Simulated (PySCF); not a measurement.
Species: 2,3,3-trimethylbutanenitrile, C7H13N.
SMILES: `C[C@H](C#N)C(C)(C)C`

All values: CAM-B3LYP/def2-SVPD (PySCF, non-relativistic), on one gas-phase PBE0-D3(BJ)/def2-SVP geometry that isn't relaxed in the solvent. The solvent is an IEF-PCM continuum (van der Waals radii × 1.2), and excitations are vertical TDDFT with non-equilibrium linear response and a frozen core. The model holds no explicit solvent molecules, cavitation or dispersion.

Gas-phase singlets (H = HOMO, L = LUMO):

```json
{"state": "S1", "E (eV)": "7.657", "λ (nm)": "162", "f": "0.000", "leading configurations": "H-1→L+4 22%, H→L+5 16%"}
{"state": "S2", "E (eV)": "7.973", "λ (nm)": "156", "f": "0.006", "leading configurations": "H-1→L+5 15%, H→L+4 14%"}
{"state": "S3", "E (eV)": "7.985", "λ (nm)": "155", "f": "0.002", "leading configurations": "H→L+5 18%, H-1→L+4 12%"}
{"state": "S4", "E (eV)": "8.739", "λ (nm)": "142", "f": "0.010", "leading configurations": "H→L 66%"}
{"state": "S5", "E (eV)": "8.857", "λ (nm)": "140", "f": "0.006", "leading configurations": "H-1→L 69%"}
```

What are the lowest 5 singlets in chloroform (ε = 4.711)?

```
state  E (eV)  λ (nm)      f   leading configurations  change by rank (eV)
   S1   7.706     161  0.000  H-1→L+1 11%, H-3→L+1 9%               +0.049
   S2   8.000     155  0.009   H→L+1 24%, H-1→L+2 10%               +0.027
   S3   8.011     155  0.004   H→L+2 16%, H-1→L+1 15%               +0.026
   S4   8.829     140  0.018                  H→L 70%               +0.090
   S5   8.960     138  0.015                H-1→L 78%               +0.103
```

How does the list change in tetrahydrofuran (ε = 7.426)?

```
state  E (eV)  λ (nm)      f    leading configurations  change by rank (eV)
   S1   7.711     161  0.000  H-1→L+1 14%, H-3→L+1 14%               +0.054
   S2   8.004     155  0.010    H→L+1 27%, H-3→L+2 11%               +0.031
   S3   8.015     155  0.004    H→L+2 17%, H-1→L+1 16%               +0.030
   S4   8.842     140  0.018                   H→L 70%               +0.103
   S5   8.971     138  0.016                 H-1→L 79%               +0.114
```

The ground-state energy changes by -0.236 eV from gas to tetrahydrofuran. By how much does the total energy of gas-phase S4 change?

E(S4) = E(S0) + excitation energy, so it changes by -0.236 + 0.103 = -0.133 eV: it is lowered less than the ground state, which is what a blue shift means. This is the vertical state, with the slow part of the continuum still set for S0.

How do the frontier levels move from gas to tetrahydrofuran?

```csv
orbital,gas (eV),solvent (eV),change (eV)
LUMO+2,1.78,1.93,+0.15
LUMO+1,1.72,1.89,+0.17
LUMO,0.97,1.28,+0.31
HOMO,-10.38,-10.30,+0.08
HOMO-1,-10.55,-10.48,+0.07
HOMO-2,-11.06,-10.78,+0.28
HOMO-3,-11.14,-11.05,+0.09
```

The HOMO–LUMO gap goes from 11.36 to 11.58 eV. Rows go by rank; for HOMO-3, HOMO-2, HOMO-1, HOMO, LUMO+1 and LUMO+2 the atom shares or the degeneracy differ between the runs, so the row needn't follow one orbital.

The values belong to the conformer `[CH3:1][C@H:2]([C:3]#[N:4])[C:5]([CH3:6])([CH3:7])[CH3:8]`: C1–C2–C5–C6 63°.
